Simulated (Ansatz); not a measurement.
`[BH]1O[CH2][AlH]1`, charge 0, multiplicity 1.

(1) Give a relaxed structure at PBE0-D4/def2-TZVP (Ansatz). (Estimate.)

## Answers

(1) The calculation gave: 
Z-matrix (Å, degrees):
```
C
O 1 1.471
Al 1 2.001 2 89.4
H 1 1.093 2 107.9 3 122.1
H 1 1.093 2 107.9 3 -122.1
B 2 1.354 1 113.3 3 0.0
H 3 1.595 1 134.3 2 -180.0
H 6 1.197 2 119.0 1 -180.0
```
Point group Cs.
